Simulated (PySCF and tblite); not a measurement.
The numbers below are computed, except where a source is named.
System: C₆H₁₀O, numbered as in [CH3:1][C@@H:2]1[CH2:3][CH2:4][C:5](=[O:6])[CH2:7]1.

For the inversion of the 5-membered ring (2–3–4–5–7): electronic barrier 3.64 kcal/mol, zero-point change 0.02 kcal/mol, thermal and entropy terms at 200 K a further 0.16 kcal/mol (symmetry numbers apart). The minimum is C1, the saddle C1. Geometries: GFN2-xTB; energies: PBE0/pcSseg-1 + D3(BJ), IEF-PCM dimethylsulfoxide; zero-point and thermal terms from GFN2-xTB harmonic modes (soft modes blended into free rotors). Rates follow Eyring's equation with the number of equivalent paths and no tunnelling. Run with tblite and PySCF.

(1) How many equivalent paths lead out of the minimum?

(2) Work out the rate at 200 K.

Answers

(1) 1: the symmetry number of the minimum is 1, that of the saddle displaced along its mode 1.

(2) ΔG‡ = 3.82 kcal/mol; k_B T/h = 4.2×10¹² s⁻¹; exp(−ΔG‡/RT) = 6.7×10⁻⁵; times 1 gives k = 2.8×10⁸ s⁻¹. Wigner's tunnelling factor for the 98i cm⁻¹ mode would be 1.02.
